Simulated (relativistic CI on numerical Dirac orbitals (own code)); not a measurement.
# Radial parameters of Eu⁴³⁺

Method of calculation: Dirac-Coulomb-Breit CI, KLI orbitals optimised for each configuration, QED by a radiative potential, unscaled Slater integrals (own radial code, finite nucleus).

Slater integrals F^k, G^k are unscaled and averaged over j, outside the closed core [Ne]; ζ comes from projecting the Hamiltonian with its Breit term on Σ l·s of the shell.

- 3s²3p⁶3d²: F^2(3d,3d) = 504900, F^4(3d,3d) = 326440, ζ(3d) = 113150 cm⁻¹; <r>(3d) = 0.2029, <r^2>(3d) = 0.04762 (bohr units).
- 3s²3p⁵3d³: ζ(3p) = 832850, F^2(3d,3d) = 504050, F^4(3d,3d) = 325870, F^2(3p,3d) = 433990, G^1(3p,3d) = 458810, G^3(3p,3d) = 307580, ζ(3d) = 112050 cm⁻¹; <r>(3p) = 0.2284, <r^2>(3p) = 0.06031, <r>(3d) = 0.2032, <r^2>(3d) = 0.04777 (bohr units).
- 3s3p⁶3d³: F^2(3d,3d) = 503700, F^4(3d,3d) = 325640, G^2(3s,3d) = 347640, ζ(3d) = 112610 cm⁻¹; <r>(3s) = 0.2335, <r^2>(3s) = 0.06224, <r>(3d) = 0.2033, <r^2>(3d) = 0.04783 (bohr units).

Task: Give the Racah parameters of the d shell in 3s²3p⁶3d².

Result: B = F²/49 − 5F⁴/441 = 6603 cm⁻¹ and C = 35F⁴/441 = 25908 cm⁻¹.

Averages of the first 10 configurations, taken without configuration mixing, which lowers the lowest level and can move excited configurations by several eV; other configurations of the list can lie among them:

| Configuration | Parity | States | Average energy above the lowest level (eV) |
| --- | --- | --- | --- |
| 3s²3p⁶3d² | even | 45 | 47.6 |
| 3s²3p⁵3d³ | odd | 720 | 352.0 |
| 3s3p⁶3d³ | even | 240 | 629.6 |
| 3s²3p⁶3d4s | even | 20 | 1398.1 |
| 3s²3p⁶3d4p | odd | 60 | 1502.4 |
| 3s²3p⁶3d4d | even | 100 | 1624.8 |
| 3s²3p⁵3d²4s | odd | 540 | 1693.6 |
| 3s²3p⁶3d4f | odd | 140 | 1721.1 |
| 3s²3p⁵3d²4p | even | 1620 | 1798.2 |
| 3s²3p⁵3d²4d | odd | 2700 | 1920.1 |
